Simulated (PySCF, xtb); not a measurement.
F₂HOS, SMILES FS(F)=[OH+], charge +1.

Harmonic wavenumbers (cm⁻¹) from GFN2-xTB (xtb) at its own minimum, in rising order: 245, 278, 325, 439, 609, 728, 774, 943, 3377.

Problem. What does B3LYP-D3(BJ)/def2-SVP (PySCF) give at its own minimum? (An estimate is asked for; the answer gives what the named calculation found.)

Solution. 308, 373, 475, 477, 875, 903, 947, 1096, 3538. Paired by order, the mean absolute difference is 142 cm⁻¹ and the zero-point energies are 11.0 and 12.9 kcal/mol.
